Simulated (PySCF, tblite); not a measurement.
Species: C₃H₁₃PSi₂.
Bonds: C1–C2, C2–C3, C2–Si4, Si4–P5, P5–Si6. Hydrogens: H7, H8, H9 on C1; H10 on C2; H11, H12, H13 on C3; H14, H15 on Si4; H16 on P5; H17, H18, H19 on Si6.

Computed with GFN2-xTB (tblite), gas phase: Langevin dynamics at 400 K from the optimised GFN2-xTB geometry, time step 0.5 fs, friction 0.01 fs⁻¹, 2000 steps. Over the second half of the run the saved frames average 475 K.

Frame at 250 fs, instantaneous temperature 359 K:
```
atom  x, y, z in Å
C1     -0.908   -2.141   -0.105
C2     -1.533   -0.783   -0.447
C3     -2.938   -0.772    0.281
Si4    -0.453    0.756    0.034
P5      1.603    0.877   -0.862
Si6     2.982   -0.488    0.200
H7     -1.629   -2.931   -0.489
H8      0.115   -2.422   -0.458
H9     -0.773   -2.306    0.975
H10    -1.735   -0.626   -1.510
H11    -2.770   -0.642    1.326
H12    -3.457    0.066   -0.114
H13    -3.521   -1.715    0.069
H14    -0.868    2.143   -0.259
H15    -0.359    0.525    1.547
H16     1.836    2.002   -0.147
H17     4.380    0.019    0.186
H18     3.077   -1.644   -0.718
H19     2.494   -0.802    1.543
```

Frame at 425 fs, instantaneous temperature 351 K:
```
atom  x, y, z in Å
C1     -0.583   -2.214   -0.170
C2     -1.208   -0.784   -0.228
C3     -2.635   -1.113    0.153
Si4    -0.098    0.463    0.767
P5      1.461    1.007   -0.807
Si6     2.950   -0.635   -0.132
H7     -1.156   -2.849   -0.831
H8      0.459   -2.176   -0.421
H9     -0.741   -2.563    0.842
H10    -1.125   -0.391   -1.297
H11    -2.708   -1.500    1.161
H12    -3.321   -0.342    0.176
H13    -3.004   -1.812   -0.543
H14    -0.746    1.701    1.095
H15     0.526   -0.162    2.009
H16     2.043    1.815    0.048
H17     4.200    0.152   -0.163
H18     3.190   -1.790   -1.047
H19     2.857   -1.111    1.248
```

Frame at 625 fs, instantaneous temperature 571 K:
```
atom  x, y, z in Å
C1     -0.529   -1.576   -0.585
C2     -1.120   -0.284   -0.180
C3     -2.373   -0.488    0.618
Si4    -0.025    0.925    0.752
P5      1.677    1.441   -0.511
Si6     3.374   -0.043    0.228
H7     -1.339   -2.246   -0.994
H8      0.334   -1.510   -1.311
H9     -0.046   -2.157    0.284
H10    -1.358    0.003   -1.274
H11    -2.136   -1.029    1.503
H12    -2.931    0.364    0.910
H13    -3.002   -1.077   -0.049
H14    -0.721    2.128    0.800
H15     0.336    0.323    2.034
H16     1.898    2.497    0.493
H17     4.629    0.753    0.342
H18     3.670   -1.168   -0.749
H19     2.931   -0.500    1.571
```

Frame at 800 fs, instantaneous temperature 556 K:
```
atom  x, y, z in Å
C1     -0.259   -1.337   -0.602
C2     -1.067   -0.059   -0.594
C3     -2.538   -0.140   -0.312
Si4    -0.332    1.139    0.751
P5      1.604    2.021    0.000
Si6     3.316    0.626    0.220
H7     -0.782   -2.075   -1.208
H8      0.771   -1.154   -0.934
H9     -0.202   -1.711    0.441
H10    -1.033    0.319   -1.613
H11    -2.588   -0.570    0.679
H12    -3.004    0.767   -0.153
H13    -3.052   -0.777   -0.994
H14    -1.236    2.214    1.214
H15    -0.144    0.401    2.026
H16     1.848    2.615    1.259
H17     4.412    1.661    0.424
H18     3.687   -0.055   -0.986
H19     3.187   -0.253    1.280
```

Frame at 1000 fs, instantaneous temperature 454 K:
```
atom  x, y, z in Å
C1      0.111   -0.591   -1.608
C2     -0.945    0.204   -0.850
C3     -2.242   -0.500   -0.432
Si4    -0.166    1.182    0.584
P5      1.879    2.061   -0.173
Si6     3.027    0.126    0.099
H7     -0.230   -1.271   -2.395
H8      0.908    0.055   -2.001
H9      0.549   -1.285   -0.850
H10    -1.385    1.035   -1.428
H11    -2.254   -1.335    0.301
H12    -2.938    0.237    0.082
H13    -2.805   -0.817   -1.286
H14    -1.076    2.340    0.569
H15    -0.028    0.433    1.847
H16     2.115    2.376    1.139
H17     4.381    0.136    0.684
H18     2.728   -0.309   -1.279
H19     2.289   -0.742    1.052
```

**Question.** What do single points at PBE0/pcSseg-1 (PySCF, gas phase) give on these frames?

**Answer.** 
| t (fs) | GFN2-xTB E above start (eV) | DFT E above lowest frame (eV) | HOMO (eV) | LUMO (eV) | dipole (D) |
| --- | --- | --- | --- | --- | --- |
| 250 | 0.61 | 0.00 | -6.93 | -0.09 | 1.35 |
| 425 | 0.80 | 0.25 | -7.61 | -0.22 | 1.45 |
| 625 | 1.03 | 0.31 | -7.17 | -0.18 | 1.21 |
| 800 | 0.62 | 0.09 | -7.01 | -0.11 | 1.52 |
| 1000 | 0.97 | 0.29 | -7.35 | -0.33 | 1.21 |

Both levels order the frames alike by energy; measured from each level's lowest frame they differ by 0.11 eV at most. The HOMO–LUMO gap runs from 6.84 to 7.39 eV. These are instantaneous structures, not minima.

**Question.** And the isotropic GIAO shieldings (ppm) from the same runs?

**Answer.** 
```csv
atom,250 fs,425 fs,625 fs,800 fs,1000 fs,mean,range
C1,160.6,156.5,154.9,163.8,157.6,158.7,8.9
C2,165.5,158.6,166.1,169.0,166.4,165.1,10.4
C3,160.5,167.7,166.5,172.0,167.7,166.9,11.5
Si4,369.5,365.9,377.7,370.0,357.0,368.0,20.7
P5,639.5,673.8,613.2,637.7,674.9,647.8,61.7
Si6,427.3,414.9,408.6,429.1,420.5,420.1,20.5
H7,29.2,30.4,29.3,30.3,30.0,29.8,1.2
H8,29.8,30.7,29.1,30.2,30.0,30.0,1.6
H9,30.2,30.8,29.5,30.4,30.1,30.2,1.3
H10,30.3,29.6,28.7,30.5,29.9,29.8,1.8
H11,31.0,31.0,31.6,31.2,30.2,31.0,1.4
H12,30.8,31.8,31.0,31.8,29.5,31.0,2.3
H13,29.7,31.4,30.3,31.2,30.7,30.7,1.7
H14,26.7,27.2,28.1,27.2,26.8,27.2,1.4
H15,26.7,26.8,27.5,27.2,27.2,27.1,0.8
H16,31.9,33.0,29.6,30.8,31.8,31.4,3.4
```

The cost below is that of the whole dynamics run. The run took 21 s on one thread, Intel Xeon Platinum 8488C (x86_64), shared host, and the process peaked at 0.19 GiB of memory.
